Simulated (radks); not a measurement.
Question: These are the eigenvalues of the occupied orbitals of an atom or ion with whole-number occupations (hartree). Calculated with a radial shooting solver on a logarithmic mesh with Libxc functionals: scalar-relativistic Kohn-Sham, PBE, spin-polarised, spherical densities, point nucleus.

| orbital | eigenvalue |
|---|---|
| 1s down | -302.5183 |
| 1s up | -302.5181 |
| 2s up | -36.80834 |
| 2s down | -36.76758 |
| 2p up | -31.76473 |
| 2p down | -31.73410 |
| 3s up | -4.84179 |
| 3s down | -4.75814 |
| 3p up | -3.38404 |
| 3p down | -3.30202 |
| 3d up | -1.07610 |
| 3d down | -1.00061 |

Which element is it, and in what charge state? The configuration may be excited. Open shells, if any, are filled with parallel spins first.

Answer: Z = 28, nickel, charge +2: Ni2+ in [Ar] 3d8. The list shows which subshells hold electrons but not how many an open one holds; the 1s level, -302.52 hartree, gives Z - s = 24.6 by -(Z - s)^2/2, which with screening and relativity narrows Z to a few neighbours, and the depths of the outer levels then fix element, charge and occupations together.
